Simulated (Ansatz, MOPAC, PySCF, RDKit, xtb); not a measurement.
Noncovalent pair: C2H4 (SMILES C=C) (first 6 atoms) with C2H6O (SMILES COC); geometry from B3LYP-D3(BJ)/def2-TZVP, rigid monomers moved along the line of their centres of mass till H5···O8 is 2.20 Å.
(charge 0, multiplicity 1):
```
atom    x (Å)    y (Å)    z (Å)
----  -------  -------  -------
C      0.5184  -0.5038   0.2877
C     -0.3977   0.4366   0.4691
H      0.8600  -0.7904  -0.6998
H      0.9667  -1.0288   1.1230
H     -0.7351   0.7185   1.4592
H     -0.8421   0.9575  -0.3710
C      0.7278   0.7554   3.9029
O     -0.6306   0.4756   3.6430
C     -0.9420  -0.8918   3.7990
H      1.3878   0.2099   3.2166
H      0.9993   0.4912   4.9331
H      0.8739   1.8245   3.7583
H     -0.3613  -1.5165   3.1086
H     -2.0013  -1.0121   3.5781
H     -0.7475  -1.2306   4.8248
```

```csv
level,interaction energy (kcal/mol),cost
MMFF94,1.83,-
UFF,2.23,-
GFN-FF,-1.27,-
AM1,-0.13,-
PM3,0.59,-
PM6,-1.11,-
PM7,-1.34,-
GFN1-xTB,-0.73,-
GFN2-xTB,-0.98,-
HF/STO-3G (no counterpoise),0.54,-
HF/3-21G (no counterpoise),-2.38,-
HF/6-31G*,2.00,-
HF/6-31G* (no counterpoise),0.77,-
HF/aug-cc-pVDZ,2.15,-
PBE/def2-TZVPPD,0.27,×1
PBE-D3(BJ)/def2-TZVPPD,-1.52,×1
PBE-D4/def2-TZVPPD,-1.49,×1
BP86/6-31G* (no counterpoise),-0.10,-
r2SCAN/def2-TZVPPD,-0.58,×1
r2SCAN-D3(BJ)/def2-TZVPPD,-1.32,×1
r2SCAN-D4/def2-TZVPPD,-1.24,×1
B3LYP/3-21G (no counterpoise),-4.14,-
B3LYP/6-31G*,1.08,-
B3LYP/6-31G* (no counterpoise),-0.68,-
B3LYP/6-311+G** (no counterpoise),0.82,-
B3LYP/def2-TZVPPD,1.22,×1
B3LYP-D3(BJ)/def2-TZVPPD,-1.51,×1
B3LYP-D4/def2-TZVPPD,-1.38,×1
PBE0/def2-TZVPPD,0.22,×1
PBE0-D3(BJ)/def2-TZVPPD,-1.47,×1
PBE0-D4/def2-TZVPPD,-1.40,×1
M06-2X/6-31G* (no counterpoise),-2.93,-
wB97X-V/def2-TZVPPD,-1.28,×3
wB97M-V/def2-TZVPPD,-1.29,×3
MP2/6-31G*,0.43,-
MP2/6-31G* (no counterpoise),-2.03,-
MP2/aug-cc-pVDZ,-0.94,-
SCS-MP2/aug-cc-pVDZ,-0.08,-
CCSD/aug-cc-pVDZ,-0.37,-
CCSD(T)/aug-cc-pVDZ,-0.83,×10
```

The rows run from -4.14 (B3LYP/3-21G (no counterpoise)) to 2.23 kcal/mol (UFF). In aug-cc-pVDZ the value moves HF 2.15, MP2 -0.94, CCSD -0.37, CCSD(T) -0.83, a shift of -2.98 from HF to CCSD(T). The dispersion term adds -1.79 in PBE-D3(BJ), -1.76 in PBE-D4, -0.74 in r2SCAN-D3(BJ). The 6 functionals in def2-TZVPPD without D3 or D4 span 2.51, from wB97M-V to B3LYP.

Monomers are frozen at their geometry in the pair; levels with a basis set take the counterpoise correction. Rows marked so take none. RDKit's UFF carries no charges.

Correlated levels freeze the cores. Rows in 3-21G, 6-311+G**, 6-31G*, STO-3G carry no dispersion term and start afresh at each structure (6-31G* with six Cartesian d functions). MP2/6-31G* freezes PySCF's default core. The state that AM1, PM3, PM6, PM7 reach isn't checked; PM7 holds dispersion and hydrogen-bond terms.

The values were computed with Ansatz (a quantum-chemistry and plane-wave program); MOPAC for AM1, PM3, PM6, PM7 (differences of heats of formation); PySCF for 3-21G rows, 6-311+G** rows, 6-31G* rows, STO-3G rows, the dispersion terms; RDKit for the force fields; xtb for the GFN methods. Values without a source in brackets are computed.

Costs are rough ratios of core time to PBE/def2-TZVPPD (about 16 s over the structures, on one shared machine); a dash marks a level with no comparable run of its own.
